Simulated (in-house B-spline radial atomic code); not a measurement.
A run on the oxygen ion O⁵⁺ that did not converge. Method: non-relativistic SCAN, spin-polarised, spherical fractional occupations, point nucleus; computed with a B-spline radial code for spherical atoms.

Command:
```bash
python run_scf.py task.json out
```
Settings:
```
Z                8
configuration    [He] 2s1
hamiltonian      nr
method           scan,scan
spin_polarised   True
```

First and last ten iterations of the last attempt (damped for 15 steps, keeping 80 % of the old Fock matrix, then DIIS):
```
 iter        energy (Eh)    residual
    1         -64.224887    2.74e-02
    2         -64.225792    6.38e-04
    3         -64.225792    5.18e-04
    4         -64.225793    4.20e-04
    5         -64.225793    3.41e-04
    6         -64.225793    2.77e-04
    7         -64.225793    2.25e-04
    8         -64.225793    1.82e-04
    9         -64.225793    1.48e-04
   10         -64.225793    1.20e-04
  111       10023.215809    7.34e+02
  112         -35.429515    1.70e+00
  113         -35.482070    1.69e+00
  114         -35.485913    1.67e+00
  115         -35.496863    1.67e+00
  116       10882.255911    3.58e+02
  117       10865.368485    3.60e+02
  118       10878.272610    3.58e+02
  119       10875.459091    3.59e+02
  120       10878.361956    3.58e+02
 not converged after 120 iterations
```

The smallest residual met was 6.1e-06; the threshold is about 1e-07. No energy from this run should be used. Run time, properties included: 0.39 s on 1 thread of Arm Neoverse V2, with other jobs on the host.
